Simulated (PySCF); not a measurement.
CHI2, SMILES I[CH]I, multiplicity 2.

Geometry optimised at r2SCAN-D4/def2-SVP. The isomer is the one that the SMILES or the coordinates give; other isomers of the formula were not compared. The def2 effective core potentials stand for the cores of I; spin–orbit coupling is left out.

Two levels are set side by side: PBE/def2-TZVPD (PySCF) and M06-2X/def2-TZVPD (PySCF). Same geometry, gas phase. Differences are taken from unrounded values.

| quantity | M06-2X |
|---|---|
| α-spin orbital gap (eV) | 5.94 |
| β-spin orbital gap (eV) | 7.06 |
| dipole moment (D) | 0.49 |
| mean polarisability (bohr³) | 83.1 |

### Question
What does PBE give, and how far is it from M06-2X? (The exact figures need the calculation; the answer reports its results.)

### Answer

```
quantity                      PBE  PBE minus M06-2X
---------------------------  ----  ----------------
α-spin orbital gap (eV)      2.04             -3.90
β-spin orbital gap (eV)      3.07             -4.00
dipole moment (D)            0.38             -0.11
mean polarisability (bohr³)  90.0               6.8
```

Loosely held outer electrons make PBE densities more polarisable. Differences between two approximate levels are no errors against the true value.

Rough cost on one machine, each run with all the roots and properties that it gave: M06-2X against PBE within a factor of 2.
